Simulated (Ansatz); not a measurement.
Reaction (redistribution): `C[SiH](C)[SiH2]Cl` + `FC[SiH](S)Cl` → `C[SiH](S)[SiH2]Cl` + `C[SiH](Cl)CF`

Calculated with Ansatz (gas phase, PBE0-D4/def2-TZVP geometries, no zero-point term in ΔE). CCSD(T)/CBS adds triple-zeta CCSD(T) − MP2 to the extrapolated MP2 energy (def2 sets, frozen cores). Functionals use def2-TZVPP. B3LYP here is the variant with VWN-RPA as its local correlation; programs differ in this. One conformer a species, not always the lowest.

```tsv
level	ΔE (kJ/mol)	difference from CCSD(T)/CBS
PBE-D4	-12.6	2.0
r2SCAN-D4	-13.4	1.2
PBE0-D4	-13.3	1.3
B3LYP-D4	-14.1	0.5
ωB97X-V	-13.8	0.8
ωB97M-V	-14.0	0.6
B2PLYP	-13.7	0.9
PBE	-11.9	2.7
r2SCAN	-13.3	1.3
PBE0	-12.7	1.9
B3LYP	-12.9	1.7
HF/def2-TZVPP	-14.9	-0.3
MP2/def2-TZVPP	-14.4	0.2
SCS-MP2/def2-TZVPP	-14.1	0.5
CCSD/def2-TZVPP	-13.5	1.1
CCSD(T)/def2-TZVPP	-13.5	1.1
HF/def2-QZVPP	-14.8	-0.2
MP2/def2-QZVPP	-15.0	-0.4
SCS-MP2/def2-QZVPP	-14.6	0.0
HF/CBS(def2)	-14.8	-0.2
MP2/CBS(def2)	-15.4	-0.8
CCSD/CBS(def2)	-14.6	0.0
CCSD(T)/CBS	-14.6	0
```

Largest T1 diagnostic among the species: 0.011.
